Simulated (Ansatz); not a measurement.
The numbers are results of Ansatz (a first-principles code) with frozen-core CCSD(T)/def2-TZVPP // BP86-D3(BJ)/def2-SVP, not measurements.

Ansatz 0.2 input:
```yaml
crystal:
  periodic: [false, false, false]
  atoms:
    - { symbol: Zr, position_ang: [0.048645, -0.01878, -0.073182] }
    - { symbol: F, position_ang: [0.877058, 1.594191, -0.721689] }
    - { symbol: F, position_ang: [0.266972, -0.630598, 1.739612] }
    - { symbol: N, position_ang: [-1.964191, 0.247217, -0.337276] }
    - { symbol: H, position_ang: [-2.707067, -0.356558, 0.038171] }
    - { symbol: H, position_ang: [-2.395202, 0.877806, -1.025955] }
    - { symbol: N, position_ang: [0.750784, -1.555036, -1.230132] }
    - { symbol: H, position_ang: [0.712171, -2.55275, -0.983478] }
    - { symbol: H, position_ang: [1.004317, -1.491758, -2.224813] }
basis:
  gaussian: { orbitals: def2-TZVPP }
correlation:
  method: ccsd_t
```

Output:

```
Functional definition: HF
1481 factors; integrals over basis functions are off by at most 1.1e-3 eV
mean field evaluation 1: about -9706.9030 eV, gradient 6.9e1 eV
mean field evaluation 2: about -9706.9991 eV, gradient 6.9e1 eV
mean field evaluation 4: about -9715.2656 eV, gradient 3.4e0 eV
mean field evaluation 8: about -9715.3416 eV, gradient 4.0e-1 eV
mean field evaluation 16: about -9715.3421 eV, gradient 1.8e-6 eV
mean field -9715.34209583 eV, -357.0322367262 hartree, gradient 1.8e-6 eV, S^2 0.000000; 0 other end points of the search recorded, 0 dependent functions left out
4 core orbitals not correlated
reference -9715.34209583 eV, -357.0322367262 hartree; 20, 20 occupied and 212, 212 virtual orbitals, 1481 factors
second order -35.07794630 eV of doubles, -0.00000000 eV of singles
cycle   1  -34.23074565 eV  change    8.5e-1 eV  update   1.6e-1
cycle   2  -35.02910225 eV  change   -8.0e-1 eV  update   6.6e-2
cycle   3  -35.26317298 eV  change   -2.3e-1 eV  update   2.9e-2
cycle   4  -35.25251107 eV  change    1.1e-2 eV  update   9.1e-3
cycle   5  -35.23898174 eV  change    1.4e-2 eV  update   3.3e-3
cycle   6  -35.24035467 eV  change   -1.4e-3 eV  update   1.4e-3
cycle   7  -35.24086666 eV  change   -5.1e-4 eV  update   4.3e-4
cycle   8  -35.24056072 eV  change    3.1e-4 eV  update   2.0e-4
cycle   9  -35.24062367 eV  change   -6.3e-5 eV  update   6.4e-5
cycle  10  -35.24068658 eV  change   -6.3e-5 eV  update   2.5e-5
cycle  11  -35.24064799 eV  change    3.9e-5 eV  update   9.7e-6
perturbative correction -1.35687799 eV, -0.0498643464 hartree
Total energy: -9751.93962181 eV, -358.3771709993 hartree
```

Cost: around 15 core-minutes (rough).
